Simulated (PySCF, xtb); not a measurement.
CH7NSi, SMILES C[SiH2]N.

GFN2-xTB (xtb) at its own geometry gives an orbital gap of 5.91 eV and a dipole moment of 1.38 D.

Geometry optimised at PBE0-D3(BJ)/def2-SVP. The values are those of a single conformer.

What does PBE/def2-TZVPD run with PySCF give? (Estimate from the structure and the level; the computed values follow.)

gap 5.31 eV (levels -5.87 and -0.57 eV), dipole 1.47 D.
